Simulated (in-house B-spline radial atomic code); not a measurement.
How G0W0 and RPA depend on the start: the rhodium ion Rh⁴⁺

Configuration [Kr] 4d5, highest spin. Computed with an all-electron radial atomic-structure program (B-spline basis): all electrons, non-relativistic, point nucleus, each spin shell either full or empty, empty states to l = 9 with an (l + 1/2)⁻⁴ tail; G0W0 by contour deformation at full frequency.

Without relativity these are model numbers: it shifts the levels of so heavy an element strongly and can reorder them.

```
            start  mean-field 4d up (eV)  G0W0 (eV)  QP weight  RPA correlation (Eh)
     Hartree-Fock                 -65.29     -65.63      0.971               -2.8358
         LDA VWN5                 -56.96     -65.23      0.946               -3.0782
              PBE                 -56.93     -65.17      0.946               -3.0736
             PBE0                 -59.28     -65.29      0.956               -3.0076
           r2SCAN                 -57.53     -65.19      0.951                 -3.03
            HSE06                 -58.84     -65.29      0.954               -3.0127
  B3LYP (VWN-RPA)                 -58.65          ?          ?                     ?
             SCAN                 -57.46          ?          ?                     ?
             TPSS                 -56.93     -65.18      0.947               -3.0604
        BHandHLYP                 -61.29     -65.43      0.962               -2.9475
        CAM-B3LYP                 -60.55     -65.42      0.960               -2.9954
          LC-wPBE                 -62.03     -65.44      0.963               -2.9961
            wB97X                 -61.45     -65.32      0.963               -2.9826
           PBEsol                 -56.88     -65.19      0.946               -3.0752
             BLYP                 -56.59     -65.20      0.945               -3.0753
          r2SCAN0                 -59.70     -65.30      0.958               -2.9786
LDA exchange-only                 -55.63     -65.37      0.942               -3.0776
```

(1) What G0W0 level, weight and RPA correlation energy follow from the B3LYP (VWN-RPA) start?

(2) What G0W0 level, weight and RPA correlation energy follow from the SCAN start?

(3) How much of the dependence on the start does G0W0 remove?

Results:

(1) G0W0 level -65.30 eV, weight 0.954, RPA correlation -3.022 hartree.

(2) G0W0 level -65.15 eV, weight 0.951, RPA correlation -3.0277 hartree.

(3) The mean-field levels span 9.66 eV and the G0W0 levels 0.478 eV. Against 63 ± 1.9 eV (NIST, tabulated theory) the G0W0 removal energies are off by +2.15 to +2.63 eV, with relativity, Breit and QED terms left out.
